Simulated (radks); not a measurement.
Spin polarisation of the 4f3 shell in Pr. Start: [Xe] 4f(up 1.5, down 1.5) 6s2; electrons of 4f are moved from spin down to spin up, other shells keep equal spins. Method: non-relativistic Kohn-Sham, PBE, spin-polarised, spherical densities, point nucleus; computed with a radial shooting solver on a logarithmic mesh with Libxc functionals.

\begin{tabular}{lrrrr}
moment (Bohr magnetons) & E - E(0) (eV) & e(4f up) (eV) & e(4f down) (eV) & 6s down minus up (eV) \\ \hline
0 & 0.000 & -4.008 & -4.008 & 0.000 \\
0.75 & -0.092 & -4.241 & -3.748 & 0.026 \\
1.5 & -0.369 & -4.445 & -3.461 & 0.052 \\
2.25 & -0.830 & -4.619 & -3.145 & 0.079 \\
3 & -1.475 & -4.762 & -2.801 & 0.107 \\
\end{tabular}

At moment 3 the spin-polarisation energy is -1.475 eV and the 4f exchange splitting 1.960 eV, that is 0.653 eV per Bohr magneton; E = -I m^2/4 would give I = 0.655 eV.
